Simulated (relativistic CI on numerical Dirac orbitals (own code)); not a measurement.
## Pd⁺: M2,3 absorption edge

Computed with this model: Dirac-Coulomb-Breit CI, KLI orbitals optimised for each configuration, QED by a radiative potential, multiplet model of core-to-valence dipole absorption, unscaled Slater integrals; configurations [Kr] 4d9 → [Ne] 3s2 3p5 3d10 4s2 4p6 4d10; 10 K; Lorentzian 3 eV and Gaussian 0.4 eV FWHM. Energies are those of the free ion, without screening or charge transfer. The branching ratio is the share of the lower-energy edge in the whole absorption, uncertain by about 0.02 where the edges overlap. S is read from ⟨S²⟩ = S(S + 1).

Field parameters in Wybourne normalisation: Oh B⁴₀ = 21Dq, B⁴₄ = √(5/14) B⁴₀. The field is a parameter set, without covalency.

Case Oh, 10Dq = 20750 cm⁻¹, the dichroism is that of the ground state at zero temperature, magnetised by exchange field 10 meV on Sz. The dichroism I(Δm = −1) − I(Δm = +1), over the sum of the three polarisations, integrates to -0.4105 on the lower edge and 0.2305 on the upper edge. The branching ratio is 0.770.

Task: Use the orbital sum rule with 1 holes to get ⟨Lz⟩.

Result: For a p → d edge ⟨Lz⟩ = 2 × n_h × (sum of both integrals) in this sign convention = -0.36; the ground state itself has ⟨Lz⟩ = -0.25 and ⟨Sz⟩ = -0.50. The rule assumes one radial integral for both edges, which relativistic orbitals only approach.
